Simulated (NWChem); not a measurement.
# A calculation on Br2Hg

```xyz
3

Hg     0.0000     0.0000     0.0000
Br     0.0000     0.0000    -2.4136
Br     0.0000     0.0000     2.4136
```
Charge 0, spin multiplicity 1.

The numbers come from NWChem runs, not from measurements. Structure: optimised with PBE0/def2-SVP with def2 effective core potentials on Hg, a minimum by its harmonic frequencies.

Symmetry labels belong to the abelian group D2h used in the runs, with the axes of the coordinates shown; states degenerate in a higher group split over its labels.

Effective core potentials replace the inner electrons of Hg; spin-orbit coupling is left out. The structure started from a generated list of species.

**Question.** List the lowest 6 singlet excitations that TD-PBE/def2-SVP with def2 effective core potentials on Hg gives, with oscillator strengths.

**Answer.** 
```tsv
state	symmetry	energy (eV)	wavelength (nm)	f
1	b2g	3.81	326	0.000
2	b3g	3.81	326	0.000
3	b3u	4.28	290	0.008
4	b2u	4.28	290	0.008
5	b1u	5.80	214	0.044
6	au	5.90	210	0.000
```
